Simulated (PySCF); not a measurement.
# Reading the logs of faulty runs: AlBClGeH5

Calculated results; nothing here was measured. The program is PySCF 2.14.0, an open-source quantum chemistry code, run on an isolated molecule that a program drew, which may never have been made. The molecule is AlBClGeH5 (charge 0, singlet), drawn as the SMILES string `[Cl][AlH][BH][GeH3]`.

Each row is a Hartree-Fock (HF) and frozen-core CCSD(T) single point in the cc-pV(D+d)Z basis, meant for a local HF minimum. Run 1 is clean. Each other run has one planted mistake out of seven kinds, and not every kind appears here: one electron removed, one electron added, multiplicity raised by two, geometry at a saddle point, minimal basis STO-3G, one bond length entered in bohr, all coordinates scaled. The reference is restricted for singlets and unrestricted otherwise, and also for a bond in bohr. Adding or removing an electron swaps singlet and doublet. Electrons count all cores. HOMO and LUMO are orbital energies over both spins, the gradient is its largest component, and the lowest frequency (negative if imaginary) is given only where the gradient is small. Bond lengths are over the 8 bonds as drawn. T1 is the CCSD diagnostic: over 0.02 (restricted) or 0.045 (unrestricted) a single reference is doubtful. Germanium has the cc-pVDZ-PP basis, with a core potential (ECP10MDF) in place of its 10 inner electrons, and its 3s, 3p and 3d shells are frozen in CCSD(T).

Geometry of the clean run:
```xyz
9
AlBClGeH5, angstrom
Cl   -3.7717   -0.1712   -0.7468
Al   -2.0360   -1.2250   -0.1108
B    -0.2764   -0.9999   -1.2957
Ge    1.1961    0.4718   -1.0621
H    -2.1801   -2.0728    1.2075
H    -0.0559   -1.7615   -2.2005
H     2.5384   -0.2048   -0.7403
H     0.8994    1.4736    0.0644
H     1.3611    1.2656   -2.3660
```

| run | electrons | basis functions | <S^2> | HOMO (eV) | LUMO (eV) | gradient (hartree/bohr) | lowest frequency (cm^-1) | mean bond (Å) | longest bond (Å) | T1 | HF (hartree) | CCSD(T) (hartree) | mistake |
|---|---|---|---|---|---|---|---|---|---|---|---|---|---|
| 1 | 72 | 108 | 0.000 | -10.11 | 0.61 | 9.7e-06 | 36 | 1.7178 | 2.133 | 0.0120 | -1022.42387 | -1022.87149 | no fault |
| 2 | 73 | 108 | 0.763 | -1.66 | 5.65 | 4.4e-02 | - | 1.7178 | 2.133 | 0.0123 | -1022.43954 | -1022.90671 | one electron added |
| 3 | 71 | 108 | 0.773 | -16.50 | -7.74 | 5.6e-02 | - | 1.7178 | 2.133 | 0.0236 | -1022.09661 | -1022.52707 | one electron removed |
| 4 | 72 | 108 | 2.019 | -8.08 | -1.42 | 2.2e-02 | - | 1.7178 | 2.133 | 0.0185 | -1022.34318 | -1022.78591 | multiplicity raised by two |
| 5 | 72 | 108 | 0.000 | -10.10 | 0.84 | 7.4e-02 | - | 1.5632 | 1.941 | 0.0114 | -1022.35161 | -1022.79811 | ? |
| 6 | 72 | 108 | 0.845 | -8.76 | 0.51 | 6.7e-03 | - | 1.8887 | 2.904 | 0.0411 | -1022.32211 | -1022.75743 | ? |

**Which mistake was planted in run 5, and what did it cost?**

The mean and the longest bond both change by the same factor, 0.910, and the gradient is no longer small. So the mistake is: all coordinates scaled. Subtracting run 1 and multiplying by 627.51 kcal/mol a hartree, the energy moved by 45.3 kcal/mol in HF and 46.0 kcal/mol in CCSD(T).

**Which mistake was planted in run 6, and what did it cost?**

The mean bond changes by a factor of 1.099 and the longest by 1.361, so the molecule wasn't scaled as a whole. A length L in bohr read as angstrom grows by (1/0.5292 - 1) L = 0.890 L. The 8 bonds together grew by 8 x 0.1709 = 1.367 Å, which gives L = 1.537 Å. That is the length of one of the Ge-H bonds, 1.536 Å in the clean geometry. So the mistake is: one bond length entered in bohr. Subtracting run 1 and multiplying by 627.51 kcal/mol a hartree, the energy moved by 63.9 kcal/mol in HF and 71.6 kcal/mol in CCSD(T).

